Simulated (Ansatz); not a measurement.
One change: `C#CO[SiH3]` becomes `C#CO[SiH2]Br`.

Ansatz, PBE0-D4/def2-TZVP geometries, multiplicity 1. Each molecule was computed in one conformer, which needn't be the lowest.

Scalar relativity is left out up to krypton.

```json
{"property": "LUMO energy (PBE0/def2-TZVPP) / eV", "`C#CO[SiH3]`": "-0.38"}
{"property": "HOMO–LUMO gap (PBE/def2-TZVPP) / eV", "`C#CO[SiH3]`": "4.76"}
{"property": "size of the dipole moment (B3LYP/def2-TZVPP) / D", "`C#CO[SiH3]`": "1.64"}
{"property": "HOMO energy (PBE/def2-TZVPP) / eV", "`C#CO[SiH3]`": "-6.04"}
{"property": "LUMO energy (ωB97M-V/def2-TZVPP) / eV", "`C#CO[SiH3]`": "1.34"}
{"property": "HOMO energy (PBE0/def2-TZVPP) / eV", "`C#CO[SiH3]`": "-7.30"}
```

(1) What does the change do to each property? (Best estimate.)

Answers

(1) Ansatz gave: 
| property | `C#CO[SiH2]Br` | shift |
| --- | --- | --- |
| LUMO energy (PBE0/def2-TZVPP) / eV | -0.36 | 0.02 |
| HOMO–LUMO gap (PBE/def2-TZVPP) / eV | 5.00 | 0.24 |
| size of the dipole moment (B3LYP/def2-TZVPP) / D | 1.36 | -0.28 |
| HOMO energy (PBE/def2-TZVPP) / eV | -6.25 | -0.21 |
| LUMO energy (ωB97M-V/def2-TZVPP) / eV | 1.46 | 0.12 |
| HOMO energy (PBE0/def2-TZVPP) / eV | -7.54 | -0.24 |

Dipoles are sizes alone; their direction can turn.

B3LYP here is the variant with VWN-RPA as its local correlation; programs differ in this.

Spin–orbit coupling is left out; it splits and shifts lone-pair levels of the heavy atoms by tenths of an eV.
